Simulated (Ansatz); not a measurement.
Consider the hydrogenolysis of a C–B bond: `BCCBr` + H₂ → `CCBr` + BH₃.

Isolated molecules relaxed with PBE0-D4/def2-TZVP in Ansatz; ΔE leaves out vibrations. CBS: MP2 limit from def2 TZ/QZ plus the TZ coupled-cluster correction, frozen cores. This one scheme is used for every species. DFT in def2-TZVPP. For Br outer-core shells are correlated without core-valence functions, which leaves a few kJ/mol of doubt a bond. Scalar relativity is left out up to krypton. One conformer a species, not always the lowest.

`BCCBr`:

Cartesian coordinates in Å:
```
B -0.779 -0.412 -1.164
C 0.351 -0.494 -0.098
C 0.311 0.521 1.019
Br 0.604 2.319 0.316
H -0.681 -1.026 -2.186
H -1.787 0.196 -0.945
H 1.345 -0.538 -0.554
H 0.210 -1.502 0.339
H 1.088 0.377 1.767
H -0.662 0.559 1.506
```

H₂:

Cartesian coordinates in Å:
```
H -0.258 -0.124 -0.239
H 0.258 0.124 0.239
```

`CCBr`:

Z-matrix (Å, degrees):
```
C
C 1 1.506
H 1 1.091 2 111.3
H 1 1.095 2 109.4 3 119.6
H 1 1.091 2 111.3 3 -120.9
Br 2 1.950 1 111.6 3 60.4
H 2 1.088 1 112.5 3 178.6
H 2 1.088 1 112.5 3 -57.7
```

BH₃:

Cartesian coordinates in Å:
```
B 0.000 0.000 0.000
H -0.245 -0.888 -0.759
H 1.108 0.439 0.067
H -0.863 0.449 0.691
```

| level | ΔE (eV) |
| --- | --- |
| PBE-D4 | -0.05 |
| SCS-MP2/def2-QZVPP | -0.18 |

(1) What does CCSD(T)/CBS give? (An estimate is asked.)

Largest T1 diagnostic among the species: 0.008.

Results:

(1) Ansatz gave: -0.13 eV. The listed levels differ from it by 0.08, -0.05 eV.

The D4 term adds +0.08 eV with B3LYP and +0.05 eV with PBE0; it sums over pairs of atoms, weighted by their polarisabilities, and B3LYP, whose exchange is more repulsive, gets the larger term. In def2-TZVPP, CCSD(T) changes the Hartree–Fock value by +0.26 eV (the triples alone add +0.05 eV) and MP2 by +0.31 eV.

B3LYP here is the variant with VWN-RPA as its local correlation; programs differ in this.
